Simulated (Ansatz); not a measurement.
System: CH₄Al, charge 0, doublet. CH4Al (SMILES [CH3][AlH], doublet).
B3LYP-D3(BJ)/def2-TZVP minimum from Ansatz (a quantum-chemistry and plane-wave program):
```xyz
6

Al    -0.1553    -0.7257    -0.2821
C      0.3902     1.0380     0.4148
H     -0.0854     1.2043     1.3877
H      0.0248     1.8209    -0.2590
H      1.4665     1.1625     0.5334
H     -1.7285    -0.9816    -0.4832
```
Charge 0, spin multiplicity 2.

Total energies in cc-pV(T+d)Z, 11 correlated electrons, 6 frozen orbitals. Radicals and triplets start from unrestricted determinants; spin-orbit coupling is neglected. Correlated methods leave the cores frozen. No relativity. The spin of CH4Al ([CH3][AlH], doublet) was assumed, and the state is the lowest solution found for it.

| method | program | energy (Eh) | minus CCSDT(Q) (mEh) |
|---|---|---|---|
| HF | Ansatz | -282.09928 | 283.24 |
| MP2 | Ansatz | -282.34413 | 38.39 |
| CCSD | Ansatz | -282.37202 | 10.49 |
| CCSD(T) | Ansatz | -282.38140 | 1.12 |
| CCSDT(Q) | Ansatz | -282.38252 | 0.00 |

Rough core times of Ansatz's runs on a shared machine: CCSD(T) under 20 s, CCSDT(Q) 20 min.
